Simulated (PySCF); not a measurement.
C5H3N3. Atoms are numbered in the order given.

```xyz
11

N      0.0000     0.0000     3.1492
C      0.0000     0.0000     1.9906
C      0.0000     0.0000     0.5391
N      0.0000    -1.1960    -0.0571
C      0.0000    -1.1885    -1.3903
C      0.0000     0.0000    -2.1245
C      0.0000     1.1885    -1.3903
N      0.0000     1.1960    -0.0571
H      0.0000    -2.1639    -1.8889
H      0.0000     0.0000    -3.2156
H      0.0000     2.1639    -1.8889
```

Geometry optimised at B3LYP-D3(BJ)/def2-SVP.

All values below come from TDA-ωB97X/def2-SVPD (PySCF 2.14.0).

Vertical excitations. The molecule is in vacuum. State labels are in the subgroup C2v.

Computed UV-visible absorptions:
| state | symmetry | energy (eV) | λ (nm) | f | main pairs |
|---|---|---|---|---|---|
| S1 | A2 | 4.57 | 271 | 0.000 | HOMO→LUMO 98 % |
| S2 | B1 | 4.76 | 261 | 0.008 | HOMO→LUMO+1 98 % |
| S3 | B2 | 5.82 | 213 | 0.025 | HOMO−1→LUMO+1 63 %, HOMO−3→LUMO 33 % |
| S4 | B1 | 6.17 | 201 | 0.003 | HOMO−2→LUMO 97 % |
| S5 | A1 | 6.35 | 195 | 0.361 | HOMO−1→LUMO 84 % |
| S6 | A2 | 6.40 | 194 | 0.000 | HOMO−2→LUMO+1 89 % |
| S7 | A2 | 6.53 | 190 | 0.000 | HOMO−4→LUMO 84 % |
| S8 | A1 | 7.58 | 164 | 0.058 | HOMO−5→LUMO 49 %, HOMO−3→LUMO+1 28 % |
| S9 | A2 | 7.84 | 158 | 0.000 | HOMO−1→LUMO+3 33 %, HOMO−1→LUMO+5 28 %, HOMO−5→LUMO+5 19 %, HOMO−5→LUMO+3 17 % |
| S10 | B2 | 8.03 | 154 | 0.495 | HOMO−3→LUMO 57 %, HOMO−1→LUMO+1 31 % |
| T1 | A1 | 4.09 | 303 | 0 | HOMO−1→LUMO 84 % |
| T2 | B1 | 4.18 | 297 | 0 | HOMO→LUMO+1 92 % |
| T3 | A2 | 4.19 | 296 | 0 | HOMO→LUMO 92 % |
| T4 | B2 | 4.80 | 258 | 0 | HOMO−1→LUMO+1 87 % |
Triplets are in the Tamm–Dancoff approximation.
